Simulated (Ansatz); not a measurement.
Relaxation of H$_{8}$NPSSi (12 atoms, charge 0, multiplicity 1), to a largest force component of 0.03 eV/Å in at most 50 steps.

All numbers below come from RKS PBE-D4/def2-SVP in Ansatz 0.2.0.

```xyz
12
Properties=species:S:1:pos:R:3
Si -0.369 -0.791 0.238
S 0.535 0.356 1.844
H -1.417 0.141 -0.297
H 0.714 -1.123 -0.738
N -1.155 -2.297 0.618
H 0.814 1.771 -0.396
P 0.529 1.917 -1.766
H 1.664 -0.413 1.911
H -1.974 -2.287 1.236
H -0.558 -3.093 0.853
H 1.623 2.833 -1.976
H -0.406 2.987 -1.526
```

**Question.** Where does it end, and by what steps?

**Answer.** The run converged. After 6 steps the energy has fallen by 0.073 eV; H11 moved furthest, 0.31 Å.

```tsv
step	energy less start (eV)	largest force component (eV/Å)	accepted
0	0.0000	0.887	yes
1	-0.0621	0.245	yes
2	0.3020	2.146	no
3	-0.0697	0.046	yes
4	-0.0714	0.051	yes
5	-0.0724	0.035	yes
6	-0.0729	0.023	yes
```

```xyz
12
Properties=species:S:1:pos:R:3
Si -0.441 -0.890 0.314
S 0.476 0.268 1.928
H -1.528 0.031 -0.150
H 0.605 -1.159 -0.727
N -1.165 -2.425 0.692
H 0.946 1.951 -0.548
P 0.646 2.137 -1.948
H 1.590 -0.512 2.007
H -1.958 -2.443 1.340
H -0.551 -3.224 0.874
H 1.704 3.101 -2.116
H -0.323 3.166 -1.665
```

Whether the end is a true minimum wasn't checked by a vibrational analysis.

The run took 11 s on 2 threads of AMD EPYC 9B14 (Zen 4) (shared host), peak memory 0.17 GiB.
